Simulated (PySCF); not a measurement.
## C₆ coefficients of unlike pairs at r2SCANh

Calculated with PySCF 2.14 from the dipole response of each species, C₆(A,B) = (3/π) ∫ α_A(iu) α_B(iu) du, in atomic units, from isotropic polarisabilities. For ions this is the dispersion term alone; charge-induced terms of lower order in 1/R come first.

```
species           configuration                                                                                              basis      relativity  α (bohr³)  C₆ (like pair)
    Au⁺     [Xe] 4f14 5d10 (1S)  aug-cc-pVTZ-PP with one added diffuse shell each of s, p, d, f, g type with ECP60MDF (7s7p6d4f3g)  core potential      13.71           102.8
    Ta⁺  [Xe] 4f14 5d3 6s1 (5F)                                                      aug-cc-pV5Z-PP with ECP60MDF (8s8p7d5f4g3h2i)  core potential      42.13           373.6
     Ir  [Xe] 4f14 5d7 6s2 (4F)                                                      aug-cc-pV5Z-PP with ECP60MDF (8s8p7d5f4g3h2i)  core potential      51.50           583.8
```

(1) Estimate C₆ for Ir with Au⁺.

No spin-orbit coupling is included.

The other pairs:

```csv
pair,C₆
"Ir, Ta⁺",466.8
"Ta⁺, Au⁺",180.9
```

Answers

(1) The integral gives 227.9. The combination rule 2 C_A C_B / (C_A α_B/α_A + C_B α_A/α_B) gives 221.7 and the geometric mean 245.0.
